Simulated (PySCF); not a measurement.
Species: C5H7NO2.
Cartesian coordinates in Å at the GFN2-xTB level; atoms count from 1:
```xyz
15
C5H7NO2 angstrom
C     -2.1759    1.8397    1.5831
C     -1.9190    0.6631    1.0346
O     -0.7329    0.3972    0.4323
C     -0.5467   -0.8414   -0.1118
C      0.5918   -1.1653   -0.7229
N      1.6599   -0.2856   -0.8532
C      2.8170   -0.6124   -1.4765
O      3.0579   -1.6787   -1.9818
H     -1.4507    2.6325    1.5722
H     -3.1203    2.0293    2.0542
H     -2.6404   -0.1481    1.0358
H     -1.3629   -1.5455   -0.0246
H      0.7519   -2.1377   -1.1561
H      1.5309    0.6326   -0.4533
H      3.5350    0.2283   -1.4708
```

PySCF, density fitting, gas phase, GFN2-xTB geometry. The standard run uses grid level 2 after a coarse-grid start, the def2-universal JK fitting basis (with tight functions added where the orbital basis needs them), an energy threshold of 1e-9 Eh and DIIS. The changed runs have no coarse-grid stage.

**Question.** Standard PBE0/pcSseg-1: E = -399.402362 Eh, HOMO -6.164 eV, LUMO -0.232 eV, dipole 3.576 D, 14 cycles (coarse-grid cycles included). What changes at PBE0/pcSseg-1 with: energy threshold 1e-11 Eh, fitting basis def2-universal-jkfit?

**Answer.** E = -399.402400 Eh (-0.038 mEh), HOMO -6.164 eV (0.000), LUMO -0.232 eV (0.000), dipole 3.576 D (0.000), 13 SCF cycles. Of the changed settings only the fitting basis enters the energy expression; the total energy moves by 0.02 kcal/mol.

The cycles:
```
cycle   1  E = -399.2325242759  dE =  1.491e+00  |g| = 9.208e-01  |ddm| = 3.549e+00
cycle   2  E = -398.6745170615  dE =  5.580e-01  |g| = 1.890e+00  |ddm| = 2.408e+00
cycle   3  E = -399.3910117568  dE = -7.165e-01  |g| = 2.328e-01  |ddm| = 1.875e+00
cycle   4  E = -399.4000860931  dE = -9.074e-03  |g| = 1.107e-01  |ddm| = 2.339e-01
cycle   5  E = -399.4022748283  dE = -2.189e-03  |g| = 2.324e-02  |ddm| = 7.429e-02
cycle   6  E = -399.4023927675  dE = -1.179e-04  |g| = 5.623e-03  |ddm| = 1.937e-02
cycle   7  E = -399.4023989699  dE = -6.202e-06  |g| = 2.514e-03  |ddm| = 5.932e-03
cycle   8  E = -399.4024003164  dE = -1.347e-06  |g| = 8.048e-04  |ddm| = 2.590e-03
cycle   9  E = -399.4024004495  dE = -1.331e-07  |g| = 2.834e-04  |ddm| = 9.207e-04
cycle  10  E = -399.4024004667  dE = -1.716e-08  |g| = 9.159e-05  |ddm| = 2.663e-04
cycle  11  E = -399.4024004684  dE = -1.746e-09  |g| = 3.714e-05  |ddm| = 1.020e-04
cycle  12  E = -399.4024004687  dE = -3.147e-10  |g| = 6.635e-06  |ddm| = 2.712e-05
cycle  13  E = -399.4024004687  dE = -6.821e-12  |g| = 2.149e-06  |ddm| = 7.054e-06
```
